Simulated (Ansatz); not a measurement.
System: AlOFH₂, charge 0, singlet. AlOFH2 (SMILES [OH][AlH][F]).
B3LYP-D3(BJ)/def2-TZVP minimum from Ansatz (an electronic-structure program):
```xyz
5

Al    -0.2238    -0.3699     0.1227
H     -1.0262    -1.6415     0.5243
F      1.2465    -0.0706     0.8184
O     -0.8558     0.6979    -1.0197
H     -0.4363     1.5021    -1.3280
```
Charge 0, spin multiplicity 1.

Atomisation energy term by term, kcal/mol (programs: Ansatz). Radicals and triplets start from unrestricted determinants; spin-orbit coupling is neglected. Cores are frozen in correlated methods. Rows without X2C or -DK are non-relativistic. CBS(X,Y): correlation extrapolated as X^-3, Hartree-Fock from the larger set (Q,5: extrapolated as (X+1)exp(-9√X)). A bracket is a step between two methods taken in the basis named. 'core' is core correlation in cc-pwCVTZ (1s frozen past Ne), 'X2C' scalar relativity in cc-pVTZ-DK, both at CCSD(T). Where a partner has so few electrons that a lower coupled-cluster level is exact, that level stands in.

```tsv
term	basis	kcal/mol
Hartree-Fock	CBS(cc-pV(Q+d)Z,cc-pV(5+d)Z)	320.87
CCSD correlation	CBS(cc-pV(Q+d)Z,cc-pV(5+d)Z)	114.09
(T)	CBS(cc-pV(Q+d)Z,cc-pV(5+d)Z)	7.33
CCSDT(Q) - CCSD(T)	cc-pV(T+d)Z	-0.05
core correlation	cc-pwCVTZ	-0.25
scalar relativity	X2C, cc-pVTZ-DK	-1.02
sum: De		441.0
```

The step beyond CCSD(T) by other levels: CCSDT(Q) in cc-pV(D+d)Z 0.56 kcal/mol.
